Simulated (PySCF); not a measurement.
Running PySCF for MgGe

File input.py (PySCF 2.14):

```python
from pyscf import gto, dft

mol = gto.M(
    atom='Mg 0 0 0; Ge 0 0 2.641',
    basis='def2-svpd',
    charge=0,
    spin=2,
    symmetry=True,
    verbose=4,
)
mf = dft.UKS(mol, xc='wb97')
mf.kernel()
mf.analyze()
print('orbital energies (hartree):', [e[max(0, n-3):n+3].round(4) for e, n in zip(mf.mo_energy, mol.nelec)])
```

```bash
$ python input.py
```

Output (some set-up lines and the per-cycle HOMO/LUMO lines with their warnings removed):

```
PySCF version 2.14.0

[INPUT] verbose = 4
[INPUT] num. atoms = 2
[INPUT] num. electrons = 44
[INPUT] charge = 0
[INPUT] spin (= nelec alpha-beta = 2S) = 2
[INPUT] symmetry True subgroup None
[INPUT] Mole.unit = angstrom
[INPUT] Symbol           X                Y                Z      unit          X                Y                Z       unit  Magmom
[INPUT]  1 Mg     0.000000000000   0.000000000000   0.000000000000 AA    0.000000000000   0.000000000000   0.000000000000 Bohr   0.0
[INPUT]  2 Ge     0.000000000000   0.000000000000   2.641000000000 AA    0.000000000000   0.000000000000   4.990766694976 Bohr   0.0

nuclear repulsion = 76.9420859497463
point group symmetry = Coov
symmetry origin: [0.         0.         3.62964851]
symmetry axis x: [1. 0. 0.]
symmetry axis y: [0. 1. 0.]
symmetry axis z: [0. 0. 1.]
num. orbitals of irrep A1 = 23
num. orbitals of irrep E1x = 13
num. orbitals of irrep E1y = 13
num. orbitals of irrep E2x = 5
num. orbitals of irrep E2y = 5
number of shells = 23
number of NR pGTOs = 119
number of NR cGTOs = 59
basis = def2-svpd
ecp = {}

******** <class 'pyscf.dft.uks_symm.SymAdaptedUKS'> ********
method = SymAdaptedUKS
initial guess = minao
damping factor = 0
level_shift factor = 0
DIIS = <class 'pyscf.scf.diis.CDIIS'>
diis_start_cycle = 1
diis_space = 8
diis_damp = 0
SCF conv_tol = 1e-09
SCF conv_tol_grad = None
SCF max_cycles = 50
direct_scf = True
direct_scf_tol = 1e-13
number electrons alpha = 23  beta = 21
XC library pyscf.dft.libxc version 7.0.0
    S. Lehtola, C. Steigemann, M. J.T. Oliveira, and M. A.L. Marques.,  SoftwareX 7, 1–5 (2018)
XC functionals = wb97
    J.-D. Chai and M. Head-Gordon.,  J. Chem. Phys. 128, 084106 (2008)
radial grids:
    Treutler-Ahlrichs [JCP 102, 346 (1995); DOI:10.1063/1.469408] (M4) radial grids

becke partition: Becke, JCP 88, 2547 (1988); DOI:10.1063/1.454033
pruning grids: <function nwchem_prune>
grids dens level: 3
symmetrized grids: True
atomic radii adjust function: <function treutler_atomic_radii_adjust>
small_rho_cutoff = 0
Freeze 0 electrons in irreps []
    44 free electrons in irreps A1 E1x E1y E2x E2y
Set gradient conv threshold to 3.16228e-05
tot grids = 39224
init E= -2276.12985556051

cycle= 1 E= -2276.79004160187  delta_E= -0.66  |g|= 0.214  |ddm|= 1.05
cycle= 2 E= -2276.79821509994  delta_E= -0.00817  |g|= 0.189  |ddm|= 0.285
cycle= 3 E= -2276.80491317094  delta_E= -0.0067  |g|= 0.0138  |ddm|= 0.17
cycle= 4 E= -2276.80534086954  delta_E= -0.000428  |g|= 0.00524  |ddm|= 0.064
cycle= 5 E= -2276.80547760274  delta_E= -0.000137  |g|= 0.00369  |ddm|= 0.0259
cycle= 6 E= -2276.80560679624  delta_E= -0.000129  |g|= 0.00318  |ddm|= 0.0266
cycle= 7 E= -2276.80578199782  delta_E= -0.000175  |g|= 0.0025  |ddm|= 0.0433
cycle= 8 E= -2276.80597041683  delta_E= -0.000188  |g|= 0.00117  |ddm|= 0.0818
cycle= 9 E= -2276.80598907046  delta_E= -1.87e-05  |g|= 0.00041  |ddm|= 0.0247
cycle= 10 E= -2276.80599170698  delta_E= -2.64e-06  |g|= 8.4e-05  |ddm|= 0.0118
cycle= 11 E= -2276.80599173951  delta_E= -3.25e-08  |g|= 2.33e-05  |ddm|= 0.00098
cycle= 12 E= -2276.80599174103  delta_E= -1.52e-09  |g|= 1.09e-05  |ddm|= 0.000204
cycle= 13 E= -2276.80599174112  delta_E= -9.69e-11  |g|= 8.4e-06  |ddm|= 6.45e-05
Extra cycle  E= -2276.80599174115  delta_E= -2.41e-11  |g|= 7.07e-06  |ddm|= 2.14e-05
converged SCF energy = -2276.80599174115  <S^2> = 2.0749246  2S+1 = 3.0495407
**** SCF Summaries ****
Total Energy =                       -2276.805991741147864
Nuclear Repulsion Energy =              76.942085949746300
One-electron Energy =                -3327.223952622613524
Two-electron Energy =                  973.475874931719545
Two-electron Coulomb Energy =         1069.017069193297630
DFT Exchange-Correlation Energy =      -95.541194261578113
**** MO energy ****
[16 lines left out]
alpha MO #17 (E1y #4), energy= -1.27710935549876 occ= 1
alpha MO #18 (E2x #1), energy= -1.27231341261069 occ= 1
alpha MO #19 (E2y #1), energy= -1.27231341261069 occ= 1
alpha MO #20 (A1 #10), energy= -0.593304404117075 occ= 1
alpha MO #21 (A1 #11), energy= -0.303455340475499 occ= 1
alpha MO #22 (E1x #5), energy= -0.257640432847161 occ= 1
alpha MO #23 (E1y #5), energy= -0.257640432847161 occ= 1
alpha MO #24 (A1 #12), energy= -0.0412290638912154 occ= 0
alpha MO #25 (E1x #6), energy= 0.0329699700188 occ= 0
alpha MO #26 (E1y #6), energy= 0.0329699700188 occ= 0
[33 lines left out]
[14 lines left out]
beta  MO #15 (A1 #9), energy= -1.27684087854259 occ= 1
beta  MO #16 (E1x #4), energy= -1.27438344980071 occ= 1
beta  MO #17 (E1y #4), energy= -1.27438344980071 occ= 1
beta  MO #18 (E2x #1), energy= -1.26795358972332 occ= 1
beta  MO #19 (E2y #1), energy= -1.26795358972332 occ= 1
beta  MO #20 (A1 #10), energy= -0.51186504548517 occ= 1
beta  MO #21 (A1 #11), energy= -0.283859620368465 occ= 1
beta  MO #22 (A1 #12), energy= -0.0261179878528996 occ= 0
beta  MO #23 (E1x #5), energy= -0.0130585504132434 occ= 0
beta  MO #24 (E1y #5), energy= -0.0130585504132434 occ= 0
[35 lines left out]
 ** Mulliken pop alpha/beta on meta-lowdin orthogonal AOs **
 ** Mulliken pop       alpha | beta **
pop of  0 Mg 1s        1.00000 | 1.00000
pop of  0 Mg 2s        0.99990 | 0.99991
pop of  0 Mg 3s        0.60407 | 0.81570
pop of  0 Mg 4s        0.00276 | 0.00117
pop of  0 Mg 2px       0.99989 | 0.99987
pop of  0 Mg 2py       0.99989 | 0.99987
pop of  0 Mg 2pz       0.99984 | 0.99984
pop of  0 Mg 3px       0.03067 | 0.00006
pop of  0 Mg 3py       0.03067 | 0.00006
pop of  0 Mg 3pz       0.00328 | 0.00440
pop of  0 Mg 4px       0.00032 | 0.00005
pop of  0 Mg 4py       0.00032 | 0.00005
[47 lines left out]
In total            23.00000 | 21.00000
 ** Mulliken atomic charges   ( Nelec_alpha | Nelec_beta ) **
charge of  0Mg =      0.50002  (     5.67751      5.82247 )
charge of  1Ge =     -0.50002  (    17.32249     15.17753 )
Dipole moment(X, Y, Z, Debye):  0.00000,  0.00000, -3.42983
orbital energies (hartree): [array([-0.3035, -0.2576, -0.2576, -0.0412,  0.033 ,  0.033 ]), array([-1.268 , -0.5119, -0.2839, -0.0261, -0.0131, -0.0131])]
```

In short: E(SCF) = -2276.805992 Eh, 13 cycles, ⟨S²⟩ = 2.075, μz(SCF) = -3.43 D.

Wall time 7.1 s on one thread of a shared host.

The bond length is a typed value, not an optimised one. No search for the lowest solution was made.
